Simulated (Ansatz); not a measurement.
Species: bromo selenohypobromite, SeBr2, charge 0, multiplicity 1. 
Structure (B3LYP-D3(BJ)/def2-TZVP (Ansatz, a first-principles code) minimum search):
```
Se
Br 1 2.3360
Br 1 2.3360 2 102.92
```
Charge 0, spin multiplicity 1.

Basis-set convergence of Hartree-Fock and MP2 correlation energies (hartree) with Ansatz. Valence correlation only, unless marked. No spin-orbit coupling. Frozen are the shells of the preceding noble gas and the d and f shells that filled before the atom's block. No relativistic terms.

```
basis        functions        E(HF)  E(corr, MP2)
-----------  ---------  -----------  ------------
aug-cc-pVDZ        108  -7544.59848      -0.36279
aug-cc-pVTZ        177   (withheld)    (withheld)
```

### Question
What belongs in the gaps?

### Answer

- aug-cc-pVTZ, E(HF): -7544.82909
- aug-cc-pVTZ, E(corr, MP2): -0.48019
